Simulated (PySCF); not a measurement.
Ions at one geometry of YbCl2

PySCF 2.14.0, RKS PBE0, Yb def2-SVP with ECP28, Cl def2-SVP; non-relativistic Hamiltonian with scalar-relativistic core potentials where named; density fitting; no spin-orbit coupling; singlets restricted, open shells unrestricted. The geometry is relaxed for charge 0, singlet, vacuum:

```xyz
3

Yb    0.0000    0.0000   -0.1620
Cl    2.3250    0.0000    0.7125
Cl   -2.3250    0.0000    0.7125
```

Energies count from the relaxed state; an electron taken off or put on is at rest in vacuum. Charges and spins are Mulliken's.

```csv
state,energy (eV),spin squared,charge on Yb1 (e),spin on Yb1 (e),dipole about the centre of mass (D)
"charge 0, singlet, vacuum",0.00,0.00,0.89,0.00,5.13
"charge +1, doublet, vacuum",9.13,0.75,1.34,0.57,4.07
```

Task: What does the state charge -1, doublet, vacuum give?

Result: energy (eV) -0.90, spin squared 0.75, charge on Yb1 (e) 0.02, spin on Yb1 (e) 1.01, dipole about the centre of mass (D) 0.61.

With an electron taken off (doublet) the charges change, summed by element, by Yb +0.45 e, Cl +0.55 e. The vertical ionisation energy is 9.13 eV, against −ε(HOMO) = 6.23 eV of the relaxed state. The level lies 2.9 eV too high, as is usual for semilocal functionals and global hybrids, which keep a self-interaction error.

With an electron put on (doublet) the charges change, summed by element, by Yb -0.87 e, Cl -0.13 e. The vertical electron affinity is 0.90 eV, against −ε(LUMO) = 2.21 eV of the relaxed state. The basis has no diffuse functions, which an added electron needs. The added electron's level lies above zero.

Open shells may have lower solutions than those found.
